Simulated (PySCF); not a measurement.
H8N2Si2, singlet, geometry from GFN2-xTB; DF-PBE0/def2-TZVPPD (PySCF).

PySCF was given this input:
```python
from pyscf import gto, scf, dft

mol = gto.M(
    atom='''
Si    1.96928451   -0.25663311    0.40782855
N     0.47292159    0.10141659   -0.37451897
Si   -1.13065533   -0.11334612    0.24159793
N    -2.13614044    0.61080305   -0.95895681
H     3.01366565    0.25549245   -0.48152593
H     2.15571093   -1.69685957    0.62866381
H     1.96378201    0.43129668    1.69763266
H     0.51521496    0.14638249   -1.38010696
H    -1.13269023    0.49525255    1.57642555
H    -1.56922677   -1.51038275    0.30441438
H    -1.91230462    1.54678264   -1.25894865
H    -3.13242857    0.52620746   -0.84419524
''',
    basis='def2-tzvppd',
    verbose=4,
    max_memory=1800,
)

mf = dft.RKS(mol)
mf.xc = 'pbe0'
mf = mf.density_fit(auxbasis='def2-universal-jkfit')
mf.kernel()
```

### Question
What does PySCF print? Leave out banner, timings and long lists.

### Answer

```
PySCF version 2.14.0

[INPUT] verbose = 4
[INPUT] num. atoms = 12
[INPUT] num. electrons = 50
[INPUT] charge = 0
[INPUT] spin (= nelec alpha-beta = 2S) = 0
[INPUT] symmetry False subgroup None
[INPUT] Mole.unit = angstrom
[INPUT] Symbol           X                Y                Z      unit          X                Y                Z       unit  Magmom
[INPUT]  1 Si     1.969284510000  -0.256633110000   0.407828550000 AA    3.721408385248  -0.484966292395   0.770684265278 Bohr   0.0
[INPUT]  2 N      0.472921590000   0.101416590000  -0.374518970000 AA    0.893692283494   0.191649579587  -0.707738281754 Bohr   0.0
[INPUT]  3 Si    -1.130655330000  -0.113346120000   0.241597930000 AA   -2.136628914980  -0.214193124082   0.456553919962 Bohr   0.0
[INPUT]  4 N     -2.136140440000   0.610803050000  -0.958956810000 AA   -4.036720395208   1.154250480549  -1.812165736187 Bohr   0.0
[INPUT]  5 H      3.013665650000   0.255492450000  -0.481525930000 AA    5.695002709509   0.482810757394  -0.909952129576 Bohr   0.0
[INPUT]  6 H      2.155710930000  -1.696859570000   0.628663810000 AA    4.073703261431  -3.206599859147   1.188002425326 Bohr   0.0
[INPUT]  7 H      1.963782010000   0.431296680000   1.697632660000 AA    3.711010167248   0.815032603634   3.208060787517 Bohr   0.0
[INPUT]  8 H      0.515214960000   0.146382490000  -1.380106960000 AA    0.973615169679   0.276622815532  -2.608024177006 Bohr   0.0
[INPUT]  9 H     -1.132690230000   0.495252550000   1.576425550000 AA   -2.140474318671   0.935891681992   2.979012545267 Bohr   0.0
[INPUT] 10 H     -1.569226770000  -1.510382750000   0.304414380000 AA   -2.965408822636  -2.854209740767   0.575259806579 Bohr   0.0
[INPUT] 11 H     -1.912304620000   1.546782640000  -1.258948650000 AA   -3.613731998540   2.922995563832  -2.379068153391 Bohr   0.0
[INPUT] 12 H     -3.132428570000   0.526207460000  -0.844195240000 AA   -5.919432102063   0.994387984103  -1.595297799261 Bohr   0.0

nuclear repulsion = 226.881188180028
number of shells = 114
number of NR pGTOs = 394
number of NR cGTOs = 306
basis = def2-tzvppd
ecp = {}

******** <class 'pyscf.df.df_jk.DFRKS'> ********
method = DFRKS
initial guess = minao
damping factor = 0
level_shift factor = 0
DIIS = <class 'pyscf.scf.diis.CDIIS'>
diis_start_cycle = 1
diis_space = 8
diis_damp = 0
SCF conv_tol = 1e-09
SCF conv_tol_grad = None
SCF max_cycles = 50
direct_scf = False
XC library pyscf.dft.libxc version 7.1.2
    S. Lehtola, C. Steigemann, M. J. T. Oliveira, and M. A. L. Marques,  SoftwareX 7, 1–5 (2018)
XC functionals = pbe0
    C. Adamo and V. Barone,  J. Chem. Phys. 110, 6158 (1999)
    M. Ernzerhof and G. E. Scuseria,  J. Chem. Phys. 110, 5029 (1999)
radial grids:
    Treutler-Ahlrichs [JCP 102, 346 (1995); DOI:10.1063/1.469408] (M4) radial grids

becke partition: Becke, JCP 88, 2547 (1988); DOI:10.1063/1.454033
pruning grids: <function nwchem_prune>
grids dens level: 3
symmetrized grids: False
atomic radii adjust function: <function treutler_atomic_radii_adjust>
small_rho_cutoff = 0
Set gradient conv threshold to 3.16228e-05
Initial guess from minao.
tot grids = 144632
******** <class 'pyscf.df.df.DF'> ********
auxbasis = def2-universal-jkfit
init E= -693.115228044348
  HOMO = -0.312048587740773  LUMO = -0.0459342606563676  gap/eV = 7.24134
cycle= 1 E= -692.993604447872  delta_E= 0.122  |g|= 0.583  |ddm|= 2.74
  HOMO = -0.183375560905676  LUMO = 0.0136171080275638  gap/eV = 5.36044
cycle= 2 E= -692.912139295998  delta_E= 0.0815  |g|= 0.837  |ddm|= 0.902
  HOMO = -0.275324108581625  LUMO = -0.000512898437477129  gap/eV = 7.47799
cycle= 3 E= -693.062876316637  delta_E= -0.151  |g|= 0.0544  |ddm|= 0.545
  HOMO = -0.269890980214895  LUMO = -0.000252119474659618  gap/eV = 7.33725
cycle= 4 E= -693.063454943014  delta_E= -0.000579  |g|= 0.0232  |ddm|= 0.0503
  HOMO = -0.272429006810139  LUMO = -0.000308585291731183  gap/eV = 7.40477
cycle= 5 E= -693.063549276291  delta_E= -9.43e-05  |g|= 0.00974  |ddm|= 0.0196
  HOMO = -0.271941825578178  LUMO = -0.000158927398448284  gap/eV = 7.39559
cycle= 6 E= -693.063568352364  delta_E= -1.91e-05  |g|= 0.000932  |ddm|= 0.00625
  HOMO = -0.271980511497884  LUMO = -0.00018599796716406  gap/eV = 7.39591
cycle= 7 E= -693.063568548066  delta_E= -1.96e-07  |g|= 0.000248  |ddm|= 0.00096
  HOMO = -0.271959425633893  LUMO = -0.000169535528741789  gap/eV = 7.39578
cycle= 8 E= -693.063568561905  delta_E= -1.38e-08  |g|= 3.73e-05  |ddm|= 0.000316
  HOMO = -0.271961267234828  LUMO = -0.000172214567448644  gap/eV = 7.39576
cycle= 9 E= -693.063568562251  delta_E= -3.46e-10  |g|= 6.52e-06  |ddm|= 4.81e-05
  HOMO = -0.271959711353822  LUMO = -0.000171399321951859  gap/eV = 7.39574
Extra cycle  E= -693.063568562258  delta_E= -6.82e-12  |g|= 5.28e-06  |ddm|= 1.36e-05
converged SCF energy = -693.063568562258
```
